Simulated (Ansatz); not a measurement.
O₃, charge -1, doublet, at a GFN2-xTB geometry (a state made from the parent by changing its charge; the spin is typed, not shown lowest) (a gas-phase anion, which may not be bound at this level). Base run: BLYP/6-31G** (Ansatz, a first-principles code).

Geometry (Å):
```xyz
3

O      1.1364    -0.2325     0.0564
O      0.0007     0.4640    -0.0101
O     -1.1370    -0.2315    -0.0463
```
Charge -1, spin multiplicity 2.
Orbitals are unrestricted.
All else is at Ansatz's defaults.
Base energy -225.45938 Eh.

The base run was repeated with changes; each row names its change, and settings that it needs were set with it.

```json
[
 {"change": "base", "ΔE vs base (kcal/mol)": "0.000"},
 {"change": "lower_state_search = off", "ΔE vs base (kcal/mol)": "0.000"},
 {"change": "fitting.mean_field = cc-pVTZ-JKFIT", "ΔE vs base (kcal/mol)": "-0.069"},
 {"change": "forces = on", "ΔE vs base (kcal/mol)": "0.000"},
 {"change": "final_grid = 14, 28, 59", "ΔE vs base (kcal/mol)": "0.000"},
 {"change": "lower_state_search = full", "ΔE vs base (kcal/mol)": "0.000"},
 {"change": "final_grid = 6, 12, 29", "ΔE vs base (kcal/mol)": "0.003"},
 {"change": "final_grid = 10, 20, 41", "ΔE vs base (kcal/mol)": "0.000"},
 {"change": "point_charge = charge:1.0 position_ang:3.0526, -0.0025, -2.8281", "ΔE vs base (kcal/mol)": "-82.3"},
 {"change": "nuclear_model = gaussian", "ΔE vs base (kcal/mol)": "0.023"},
 {"change": "point_charge = charge:-1.0 position_ang:-3.2007, -1.7324, 2.0175", "ΔE vs base (kcal/mol)": "81.5"}
]
```

A gas-phase anion may not be bound at this level; its values then depend on the basis.
